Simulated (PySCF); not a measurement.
Worked example: dipole moment from atomic charges

Si(F)2(OH)(SH) (F2H2OSSi), SMILES O[Si](F)(S)F. Atoms are numbered in the order given.

```xyz
7

O      0.1747     1.6671     0.5566
Si    -0.2456     0.2210    -0.0757
F     -0.4870     0.2846    -1.6621
F     -1.6740    -0.2022     0.5381
S      1.2801    -1.1766     0.2815
H     -0.5277     2.3057     0.7182
H      1.5358    -0.6513     1.5002
```
Charge 0, spin multiplicity 1.

Coordinates come from a PBE0-D3(BJ)/def2-SVP optimisation. The values are those of a single conformer.

Charges (e) from PySCF with B3LYP/def2-TZVP:

| atom | IAO | ESP fit |
|---|---|---|
| O1 | -0.795 | -0.699 |
| Si2 | 1.655 | 0.768 |
| F3 | -0.531 | -0.220 |
| F4 | -0.534 | -0.294 |
| S5 | -0.294 | -0.236 |
| H6 | 0.383 | 0.482 |
| H7 | 0.116 | 0.200 |

The dipole moment of the full density is 1.98 D.

Q: What dipole moment does each set of point charges give, and which comes closer to that of the density?

A: 
μ = Σ q r, and 1 e Å = 4.8032 D.
IAO: Σ q r = (0.207, 0.151, 0.394) e Å, |μ| = 2.26 D.
ESP fit: Σ q r = (0.039, 0.260, 0.340) e Å, |μ| = 2.06 D.
ESP fit comes closer in size. Point charges leave out the atoms' own dipoles (lone pairs, polarised bonds); fits to the potential absorb them, partitions of the density don't.
